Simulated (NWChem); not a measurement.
System meant: MoNH3S2O; SMILES [NH2][Mo](=[S])(=[S])[OH]

The following NWChem deck was run.

```
start job
memory heap 200 mb stack 900 mb global 1100 mb
geometry units angstroms noautoz
  Mo    -0.267827    -0.026844     0.000000
  S      0.925089     0.239198    -1.750840
  S      0.925089     0.239198     1.750840
  O     -1.700015     1.197871     0.000000
  H     -1.560151     2.163839     0.000000
  N     -0.996338    -1.802654     0.000000
  H     -1.119032    -2.365735    -0.848711
  H     -1.119032    -2.365735     0.848711
end
basis spherical
  Mo library def2-svp
  S library def2-svp
  O library def2-svp
  H library def2-svp
  N library def2-svp
end
ecp
  Mo library def2-ecp
end
dft
  xc xpbe96 cpbe96
  iterations 4
  mulliken
end
task dft energy
```

End of the output:

```
    Atom       Charge   Shell Charges
 -----------   ------   -------------------------------------------------------
    1 Mo  14    14.68   0.00  0.98  0.93  0.36  0.14  5.64  1.02  0.52  3.32  1.67  0.08
    2 S   16    15.75   2.00  1.96  0.99  0.66  5.81  1.89  2.42  0.04
    3 S   16    15.75   2.00  1.96  0.99  0.66  5.81  1.89  2.42  0.04
    4 O    8     8.04   1.97  0.89  0.59  2.64  1.93  0.01
    5 H    1     0.88   0.54  0.16  0.18
    6 N    7     7.10   1.97  0.73  0.43  2.26  1.69  0.03
    7 H    1     0.89   0.58  0.19  0.12
    8 H    1     0.89   0.58  0.19  0.12

 center of mass
 --------------
 x =   0.01128121 y =   0.01764780 z =   0.00000000

 moments of inertia (a.u.)
 ------------------
        1011.603367044726           0.000000000000           0.000000000000
           0.000000000000        1163.694193976096           0.000000000000
           0.000000000000           0.000000000000         764.949540696616

     Multipole analysis of the density
     ---------------------------------

     L   x y z        total         alpha         beta         nuclear
     -   - - -        -----         -----         ----         -------
     0   0 0 0      0.000000    -32.000000    -32.000000     64.000000

     1   1 0 0     -0.961536     -5.915968     -5.915968     10.870400
     1   0 1 0      0.019220      0.302933      0.302933     -0.586647
     1   0 0 1     -0.000000     -0.000000     -0.000000      0.000000

     2   2 0 0    -46.743202   -140.635597   -140.635597    234.527993
     2   1 1 0      2.735389     -2.475076     -2.475076      7.685542
     2   1 0 1      0.000000      0.000000      0.000000      0.000000
     2   0 2 0    -36.936485   -107.933855   -107.933855    178.931226
     2   0 1 1     -0.000000     -0.000000     -0.000000      0.000000
     2   0 0 2    -47.255622   -201.350260   -201.350260    355.444898

 ------------------------------------------------------------------------
 dft energy failed                                                                                  0
 ------------------------------------------------------------------------
 ------------------------------------------------------------------------
  current input line :
    28: task dft energy
 ------------------------------------------------------------------------
 ------------------------------------------------------------------------
 This type of error is most commonly associated with calculations not reaching convergence criteria
 ------------------------------------------------------------------------
 For more information see the NWChem manual at https://nwchemgit.github.io

0:dft energy failed:Received an Error in Communication
```

What is wrong, and how is it mended?

The run did not converge; its last values are not results. Cause: the SCF was allowed too few iterations. This input runs:
```
start job
memory heap 200 mb stack 900 mb global 1100 mb
geometry units angstroms noautoz
  Mo    -0.267827    -0.026844     0.000000
  S      0.925089     0.239198    -1.750840
  S      0.925089     0.239198     1.750840
  O     -1.700015     1.197871     0.000000
  H     -1.560151     2.163839     0.000000
  N     -0.996338    -1.802654     0.000000
  H     -1.119032    -2.365735    -0.848711
  H     -1.119032    -2.365735     0.848711
end
basis spherical
  * library def2-svp
end
ecp
  Mo library def2-ecp
end
dft
  xc xpbe96 cpbe96
  iterations 150
  mulliken
end
task dft energy
```
It converges to -995.73898 Ha (PBE/def2-SVP with def2 effective core potentials on Mo).
